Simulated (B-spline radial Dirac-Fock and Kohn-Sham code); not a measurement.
Level of theory: the Dirac equation of a negative muon with reduced mass in the field of a spherical finite nucleus, with the Uehling potential to all orders; nuclear polarisation, deformation, hyperfine structure, self-energy, higher-order vacuum polarisation, relativistic recoil and electron screening are left out; a radial atomic solver. The nuclear charge is a Fermi distribution (skin thickness 2.3 fm).

Problem. A muonic atom of atomic mass 135.90 u emits these computed lines: 2p3/2 → 1s1/2 3990 keV, 3d5/2 → 2p3/2 1227 keV, 4f7/2 → 3d5/2 433.9 keV, 5g9/2 → 4f7/2 199.9 keV. Which element is it, and what rms charge radius was used?

Solution. Barium (Z = 56, nuclide ¹³⁶Ba); the high transitions hardly feel the nucleus and fix Z. The 2p → 1s line lies 3000 keV below the value for a point nucleus without QED, which for this nuclear model gives a radius near 4.83 fm (4.8334 fm was used).
